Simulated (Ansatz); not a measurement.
Ansatz (a first-principles code) input (BHLYP/def2-TZVPD):

Ansatz 0.2 input:
```yaml
crystal:
  periodic: [false, false, false]
  atoms:
    - {symbol: Si, position_ang: [-0.81035870, -0.04565368, -0.49829258]}
    - {symbol: C, position_ang: [-1.58702104, 1.62382977, -0.78243884]}
    - {symbol: C, position_ang: [-1.60270910, -0.94920039, 0.93061061]}
    - {symbol: O, position_ang: [0.79543573, 0.19134747, -0.18524006]}
    - {symbol: Si, position_ang: [2.18000142, -0.43987120, 0.41578368]}
    - {symbol: H, position_ang: [-0.91772932, -0.87082890, -1.72821354]}
    - {symbol: H, position_ang: [-2.64475551, 1.52090794, -1.03669858]}
    - {symbol: H, position_ang: [-1.09281912, 2.14960176, -1.60148306]}
    - {symbol: H, position_ang: [-1.51308939, 2.24567742, 0.11245645]}
    - {symbol: H, position_ang: [-1.13244446, -1.92097478, 1.09505748]}
    - {symbol: H, position_ang: [-1.51666250, -0.37291890, 1.85467358]}
    - {symbol: H, position_ang: [-2.66458395, -1.12107647, 0.73841552]}
    - {symbol: H, position_ang: [1.91927104, -1.07841015, 1.74004067]}
    - {symbol: H, position_ang: [3.16270998, 0.66681433, 0.57376587]}
basis:
  gaussian:
    orbitals: def2-TZVPD
hamiltonian:
  xc: {name: BHLYP}
magnetization: {spin_polarized: true, initial_magnetization: 1}
output: {forces: true}
```

End of the output:

```
integrals: 0.28 GiB planned
1750 factors; their error is unknown
0.41 GiB of the device are held for the grids
1.90 GiB of device memory are held for the factors and their scratch space
mean field: 2.35 GiB planned
mean field evaluation 1: about -20015.2112 eV, gradient 4.9e1 eV
mean field evaluation 2: about -20013.6992 eV, gradient 5.3e1 eV
mean field evaluation 4: about -20024.6932 eV, gradient 1.9e0 eV
mean field evaluation 8: about -20024.7110 eV, gradient 1.2e-1 eV
mean field evaluation 16: about -20024.7467 eV, gradient 4.5e-4 eV
mean field -20024.74672901 eV, -735.8958690302 hartree, gradient 2.2e-5 eV, S^2 0.752563; 0 other end points of the search recorded, 0 dependent functions left out
the calculation of the forces begins
reference -20024.74696277 eV, -735.8958776208 hartree; 29, 28 occupied and 252, 253 virtual orbitals, 1750 factors
Total energy: -20024.74696277 eV, -735.8958776208 hartree
Atom 0 at    -0.810359    -0.045654    -0.498293 Å, force     0.313010     0.070775     0.053364 eV/Å
Atom 1 at    -1.587021     1.623830    -0.782439 Å, force    -0.042095     0.066037    -0.015399 eV/Å
Atom 2 at    -1.602709    -0.949200     0.930611 Å, force    -0.041549    -0.039552     0.061767 eV/Å
Atom 3 at     0.795436     0.191347    -0.185240 Å, force    -0.031211    -0.298821     0.113343 eV/Å
Atom 4 at     2.180001    -0.439871     0.415784 Å, force    -0.328525     0.302790     0.012733 eV/Å
Atom 5 at    -0.917729    -0.870829    -1.728214 Å, force     0.009272     0.088647     0.135735 eV/Å
Atom 6 at    -2.644756     1.520908    -1.036699 Å, force     0.231197     0.029961     0.054156 eV/Å
Atom 7 at    -1.092819     2.149602    -1.601483 Å, force    -0.110345    -0.117056     0.181126 eV/Å
Atom 8 at    -1.513089     2.245677     0.112456 Å, force    -0.018908    -0.131421    -0.200958 eV/Å
Atom 9 at    -1.132444    -1.920975     1.095057 Å, force    -0.111432     0.209225    -0.034547 eV/Å
Atom 10 at    -1.516663    -0.372919     1.854674 Å, force    -0.026313    -0.130708    -0.199291 eV/Å
Atom 11 at    -2.664584    -1.121076     0.738416 Å, force     0.234267     0.034692     0.044218 eV/Å
Atom 12 at     1.919271    -1.078410     1.740041 Å, force     0.042184     0.077161    -0.179850 eV/Å
Atom 13 at     3.162710     0.666814     0.573766 Å, force    -0.119552    -0.161730    -0.026397 eV/Å
Dipole moment:    -0.211631     0.012213     0.075821 e Å
```

It need not be the lowest isomer of its formula.
